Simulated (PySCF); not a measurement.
Atomic charges by several schemes

Species: C3H11NO2Si2.
Numbering: `[NH2:1][Si@@H:2]1[O:3][CH2:4][CH2:5][SiH2:6][CH2:7][O:8]1` (hydrogens: H9, H10 on N1; H11 on Si2; H12, H13 on C4; H14, H15 on C5; H16, H17 on Si6; H18, H19 on C7)

Cartesian coordinates in Å at the GFN2-xTB level; atoms count from 1:
```xyz
19
C3H11NO2Si2 angstrom
N      2.488   -1.321    0.301
Si     1.194   -0.945   -0.772
O      1.013    0.657   -0.969
C      0.624    1.631   -0.042
C     -0.899    1.755    0.040
Si    -1.766    0.251    0.827
C     -1.392   -1.361   -0.131
O     -0.031   -1.717   -0.036
H      3.408   -1.020    0.027
H      2.528   -2.259    0.663
H      1.309   -1.298   -2.183
H      1.056    2.578   -0.389
H      1.039    1.406    0.946
H     -1.275    1.921   -0.972
H     -1.135    2.653    0.613
H     -3.220    0.454    0.758
H     -1.314    0.093    2.214
H     -1.960   -2.200    0.283
H     -1.678   -1.268   -1.185
```

Density: PBE0/pcSseg-1 (PySCF); schemes: Mulliken, IAO, Hirshfeld and ESP-fitted. The structure is a single GFN2-xTB conformer in the gas phase; no vibrational or solvent corrections.

For which atoms does the sign change between the 4 schemes (beyond +0.03 e in one, beyond −0.03 e in another)?

C4.

Which atoms carry the lowest charge in the Mulliken, IAO, Hirshfeld and ESP-fitted schemes?

The schemes don't all agree: Mulliken O3 and O8 (-0.638); IAO N1 (-0.859); Hirshfeld N1 (-0.323); ESP-fitted N1 (-0.976).

What partial charge does each atom carry?

In e:

| atom | environment | Mulliken | IAO | Hirshfeld | ESP-fitted |
| --- | --- | --- | --- | --- | --- |
| N1 | silicon-bound nitrogen | -0.623 | -0.859 | -0.323 | -0.976 |
| Si2 | oxygen-bound silicon | +1.123 | +1.382 | +0.461 | +0.808 |
| O3 | silyl ether oxygen | -0.638 | -0.647 | -0.226 | -0.452 |
| C4 | sp3 carbon bound to oxygen | +0.086 | -0.039 | +0.009 | +0.258 |
| C5 | sp3 carbon bound to silicon | -0.553 | -0.551 | -0.164 | -0.410 |
| Si6 | SiH2 silicon | +0.615 | +0.735 | +0.336 | +0.515 |
| C7 | sp3 carbon bound to oxygen | -0.203 | -0.321 | -0.081 | -0.205 |
| O8 | silyl ether oxygen | -0.638 | -0.650 | -0.233 | -0.356 |
| H9 | N–H hydrogen | +0.186 | +0.262 | +0.116 | +0.378 |
| H10 | N–H hydrogen | +0.194 | +0.271 | +0.119 | +0.366 |
| H11 | Si–H hydrogen | -0.176 | -0.198 | -0.099 | -0.161 |
| H12 | methylene hydrogen | +0.116 | +0.143 | +0.041 | +0.027 |
| H13 | methylene hydrogen | +0.112 | +0.125 | +0.036 | +0.024 |
| H14 | methylene hydrogen | +0.147 | +0.152 | +0.040 | +0.122 |
| H15 | methylene hydrogen | +0.143 | +0.152 | +0.045 | +0.102 |
| H16 | Si–H hydrogen | -0.092 | -0.126 | -0.083 | -0.154 |
| H17 | Si–H hydrogen | -0.061 | -0.120 | -0.077 | -0.110 |
| H18 | methylene hydrogen | +0.140 | +0.157 | +0.044 | +0.116 |
| H19 | methylene hydrogen | +0.123 | +0.131 | +0.038 | +0.107 |

Mean size of the charges over all atoms: IAO 0.369 e, Mulliken 0.314 e, ESP-fitted 0.297 e, Hirshfeld 0.135 e. Each set sums to the total charge, 0, to within 0.001 e. The Hirshfeld scheme divides the density at each point in proportion to the densities of the neutral, spherically averaged free atoms. The Mulliken scheme gives each basis function's population to the atom it is centred on and halves the overlap population of two atoms between them.

How many electrons does the Hirshfeld scheme count on C4?

Z − q = 6 − (+0.009) = 5.991.

How closely do the schemes follow one another over all atoms?

Correlation coefficient and root-mean-square difference: Mulliken with IAO 0.99, 0.099 e; IAO with Hirshfeld 0.99, 0.323 e; Mulliken with Hirshfeld 0.98, 0.249 e; Hirshfeld with ESP-fitted 0.95, 0.223 e; IAO with ESP-fitted 0.94, 0.191 e; Mulliken with ESP-fitted 0.93, 0.160 e.

Sum the charges by element, for elements with more than one atom.

| element | atoms | Mulliken | IAO | Hirshfeld | ESP-fitted |
| --- | --- | --- | --- | --- | --- |
| Si | 2 | +1.738 | +2.117 | +0.797 | +1.323 |
| O | 2 | -1.276 | -1.297 | -0.459 | -0.808 |
| C | 3 | -0.670 | -0.911 | -0.236 | -0.357 |
| H | 11 | +0.832 | +0.950 | +0.220 | +0.818 |
